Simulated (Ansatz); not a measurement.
A series at Zr: from `[SH][Zr]([Cl])([Cl])[Cl]`, ligands are replaced one by one, each step taking up H₂S and setting free HCl; n counts the steps. Ansatz, PBE0-D4/def2-TZVP geometries. Each molecule was computed in one conformer, which needn't be the lowest.

```tsv
n	molecule	zero-point energy, PBE0-D4/def2-TZVP (kJ/mol)
0	`[SH][Zr]([Cl])([Cl])[Cl]`	32.2
1	`[SH][Zr]([SH])([Cl])[Cl]`	?
2	`[SH][Zr]([SH])([SH])[Cl]`	71.9
3	`[SH][Zr]([SH])([SH])[SH]`	91.1
```

**Question.** By hand: fit a straight line y = ȳ + b (n − n̄) to the 3 given rows and predict n = 1.

**Answer.** n̄ = 1.667, ȳ = 65.07; Σ(n − n̄)(y − ȳ) = 91.77, Σ(n − n̄)² = 4.667, so b = 19.66 kJ/mol a step. Prediction: 65.07 + (19.66) × (-0.667) = 52.0 kJ/mol.

**Question.** By hand: compare with the computed value, 52.1 kJ/mol, and give the steps along the whole series.

**Answer.** The line misses by 0.1 kJ/mol (computed minus predicted). Steps: 19.9, 19.8, 19.2 kJ/mol.

The steps differ by at most 0.7 kJ/mol, 3.6 % of a mean step, so the ligands' effects nearly add and a line is close. The miss is 0.2 % of the series' range.
